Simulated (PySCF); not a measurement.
**How methods differ on the excitation energy of Cr**

Cr [Ar] 3d5 4s1 (7S) → Cr [Ar] 3d4 4s1 5s1 (7D), as a difference of total energies. All numbers are calculated (PySCF 2.14, scalar relativity by spin-free X2C-1e, in aug-cc-pVDZ-DK). Correlated levels: valence: [Ar] frozen. The calculations carry no spin-orbit coupling.

| method | excitation energy (eV) |
| --- | --- |
| UHF | 4.477 |
| MP2 (valence) | 5.474 |
| SCS-MP2 (valence) | 4.809 |
| CCSD (valence) | 5.442 |
| CCSD(T) (valence) | 5.481 |

How much does correlation contribute at CCSD(T) (valence)?

5.481 − (4.477) = 1.004 eV, measured against UHF.

The promoted electron is Rydberg-like, and one or two diffuse shells describe it only roughly, which tends to raise the upper state.
